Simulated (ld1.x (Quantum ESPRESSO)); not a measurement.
# Configuration tests for cobalt (Co) (TM semilocal)

```
Element                 : Co (Z = 27)
Generator               : ld1.x (Quantum ESPRESSO) 7.5
Type                    : norm-conserving Troullier–Martins (semilocal form)
Functional              : PBE
Relativity              : scalar-relativistic
Frozen core             : [Ne] 3s2
Valence charge          : 15
Reference configuration : 3p6 3d7 4s2 4p0
Partial waves           : 4s (bound): rc 2.50 bohr; 3d (bound): rc 1.25 bohr; 3p (bound): rc 1.15 bohr
Local potential         : the p channel
Core correction         : Bessel-smoothed model core inside 0.80 bohr
```

Energies are relative to the spin-unpolarised reference configuration 3p6 3d7 4s2 4p0; without spin polarisation the order of configurations can differ from experiment. The frozen-core shift is the all-electron ΔE with the core orbitals held at their reference shape minus the fully relaxed ΔE.

```tsv
valence configuration	charge	ΔE all-electron (eV)	error AE − PS (meV)	frozen-core shift (meV)
3p6 3d7 4s1 4p0	+1	9.030	-5.1	+1.3
3p6 3d7 4s0 4p0	+2	25.816	-40	+3.8
3p6 3d6 4s0 4p0	+3	61.686	-12	+27
3p6 3d5 4s0 4p0	+4	117.038	-43	+172
3p6 3d7 4s1.5 4p0	+0.5	3.602	-1.0	+0.5
3p6 3d7 4s0 4p1	+1	14.399	+4.9	+2.1
3p6 3d6 4s2 4p0	+1	15.182	-13	+18
```

Levels in the configuration 3p6 3d6 4s2 4p0:

```
level  all-electron (eV)  pseudo (eV)
   3p            -81.044      -81.138
   3d            -22.788      -22.797
   4s            -14.528      -14.475
```
